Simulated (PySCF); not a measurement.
C8H7NS, SMILES c1c[nH]c(-c2ccsc2)c1, GFN2-xTB optimised geometry.

```
17

C     -0.80    -2.88     0.00
C      0.57    -2.88     0.00
N      1.00    -1.59     0.00
C     -0.08    -0.75     0.00
C      0.05     0.69     0.00
C     -1.07     1.57     0.00
C     -0.72     2.88     0.00
S      0.99     3.09     0.00
C      1.22     1.38     0.00
C     -1.21    -1.54     0.00
H     -1.43    -3.74     0.00
H      1.27    -3.70     0.00
H      1.96    -1.30     0.00
H     -2.09     1.23     0.00
H     -1.35     3.74     0.00
H      2.23     1.01     0.00
H     -2.23    -1.19     0.00
```

Density from PBE/def2-SVP in PySCF at that geometry.

Minimum of the electron density along straight lines between bonded atoms, close to the bond critical point (lines longer than 1.1 times the sum of covalent radii, or with two minima, are not listed):

```
bond     length / Å  ρ at the minimum / e bohr⁻³  ∇²ρ there / e bohr⁻⁵  position (fraction from the first atom)
-------  ----------  ---------------------------  --------------------  ---------------------------------------
C1–C2         1.370                        0.316                 -0.77                                     0.49
C2–N3         1.356                        0.311                 -0.59                                     0.34
N3–C4         1.367                        0.306                 -0.66                                     0.65
C4–C5         1.442                        0.277                 -0.65                                     0.50
C5–C6         1.427                        0.285                 -0.66                                     0.50
C6–C7         1.352                        0.324                 -0.80                                     0.49
C7–S8         1.720                        0.213                 -0.44                                     0.47
C5–C9         1.369                        0.313                 -0.74                                     0.49
S8–C9         1.719                        0.214                 -0.44                                     0.53
C1–C10        1.404                        0.295                 -0.68                                     0.50
C4–C10        1.381                        0.310                 -0.74                                     0.51
C1–H11        1.072                        0.282                 -1.06                                     0.63
C2–H12        1.072                        0.284                 -1.09                                     0.64
N3–H13        1.005                        0.339                 -1.61                                     0.77
C6–H14        1.074                        0.282                 -1.07                                     0.63
C7–H15        1.072                        0.283                 -1.09                                     0.64
C9–H16        1.072                        0.281                 -1.05                                     0.63
C10–H17       1.072                        0.282                 -1.06                                     0.63
```
